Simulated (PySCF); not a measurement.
CH6BClOSi, SMILES O(B(C)Cl)[SiH3]. Atoms are numbered in the order given.

```xyz
11

B     -0.0422     0.4683     0.4079
Cl     0.9577     1.9448     0.2815
C     -1.0584     0.3540     1.5961
H     -1.6397    -0.5799     1.6029
H     -1.7605     1.2042     1.5736
H     -0.5229     0.4404     2.5565
O      0.1542    -0.4624    -0.5483
Si    -0.3874    -1.9757    -1.0184
H     -1.4767    -2.4556    -0.1182
H      0.7657    -2.9131    -0.9614
H     -0.8949    -1.8649    -2.4115
```

Coordinates come from a r2SCAN-D4/def2-SVP optimisation. This is a generated structure with no PubChem entry under its InChIKey; it may be hypothetical. The values are those of a single conformer.

Computed with PBE/def2-TZVP in PySCF.

The molecule is in vacuum.

| Item | Result |
|---|---|
| total energy | -891.17293 hartree |
| highest occupied level | -7.24 eV |
| lowest empty level | -1.08 eV |
| orbital gap | 6.16 eV |
| dipole moment | 2.23 D |
| quadrupole, principal values (traceless, Buckingham form, about the centre of nuclear charge) | -2.83, 0.82, 2.01 D·Å |
| mean static polarisability | 69.7 bohr³ (10.32 Å³) |
| polarisability, principal values | 56.0, 68.6, 84.4 bohr³ |
